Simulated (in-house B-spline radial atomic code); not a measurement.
Ionising Se⁵⁺ with different functionals

Computed with a B-spline radial code for spherical atoms: four-component Dirac-Coulomb Hamiltonian, Fermi nucleus of rms radius 4.14 fm, spin-restricted, spherical fractional occupations for the functionals, and exact exchange of hybrids averaged over the configuration. The ionisation energy is the difference of two self-consistent energies, [Ar] 3d10 4s1 → [Ar] 3d10, without Breit or QED terms; ε is the level of the shell that loses the electron (mean over j).

```json
{"method": "PBE0", "rung": "global hybrid", "ΔSCF (eV)": "?", "-ε(4s) (eV)": "?"}
{"method": "BHandHLYP", "rung": "global hybrid", "ΔSCF (eV)": "82.53", "-ε(4s) (eV)": "78.90"}
{"method": "HSE06", "rung": "range-separated hybrid", "ΔSCF (eV)": "?", "-ε(4s) (eV)": "?"}
{"method": "wB97X", "rung": "range-separated hybrid", "ΔSCF (eV)": "81.11", "-ε(4s) (eV)": "79.68"}
```

**Question.** What does HSE06 give?

**Answer.** ΔSCF 82.35 eV, and -ε(4s) = 76.69 eV.

**Question.** What does PBE0 give?

**Answer.** ΔSCF 82.31 eV, and -ε(4s) = 77.04 eV.

**Question.** Among the functionals, which spreads more, the ΔSCF values or the orbital energies?

**Answer.** The orbital energies: ΔSCF values span about 1.42 eV and the orbital energies 2.99 eV.

**Question.** How do they compare with the NIST value?

**Answer.** NIST lists 81.83 eV ± 0.03 (measured, ground level to ground level). Errors run from -0.72 to +0.70 eV; PBE0 is closest (+0.48 eV), but part of that can be cancellation, since the calculations leave out Breit-QED terms, spin polarisation.
